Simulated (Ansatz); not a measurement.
# A geometry optimisation of ClH2Si2Sn+ with PBE0-D3(BJ)/def2-SVP

The starting geometry of this gas-phase singlet was optimised with GFN2-xTB.

```tsv
atom	x (Å)	y (Å)	z (Å)
Cl	-1.4609	0.0589	0.9152
Si	0.7002	0.9456	0.4340
Si	0.7628	0.2717	-1.7786
Sn	-0.5092	-1.7665	-0.5486
H	2.2580	0.3664	-1.9507
H	0.7651	1.5293	1.7954
```

Q: Predict what becomes of its bonds when it is optimised with PBE0-D3(BJ)/def2-SVP.

A: It keeps its bonds. Distances that change by over a tenth: Cl1–Si2 (2.39 → 2.14 Å).

The energy falls by 0.46 eV over 8 steps:

| step | E − E(last) (eV) |
| --- | --- |
| 1 | 0.456 |
| 2 | 0.168 |
| 3 | 0.087 |
| 4 | 0.009 |
| 5 | 0.002 |
| 6 | 0.000 |
| 7 | 0.000 |
| 8 | 0.000 |

Final geometry (Å):

```yaml
atoms:
  - { symbol: Cl, position_ang: [-1.5189, 0.1838, 0.8837] }
  - { symbol: Si, position_ang: [0.4581, 0.8815, 0.4770] }
  - { symbol: Si, position_ang: [0.7774, 0.2846, -1.6179] }
  - { symbol: Sn, position_ang: [-0.3856, -1.8484, -0.6319] }
  - { symbol: H, position_ang: [2.2332, 0.3635, -1.9587] }
  - { symbol: H, position_ang: [0.9518, 1.5405, 1.7146] }
```

Frequencies at the end are all real (lowest 118 cm⁻¹). Atoms past krypton carry core potentials, without spin–orbit terms. Run with Ansatz 0.2.0, 29 s on 1 thread of Arm Neoverse V2, with other jobs on the host.
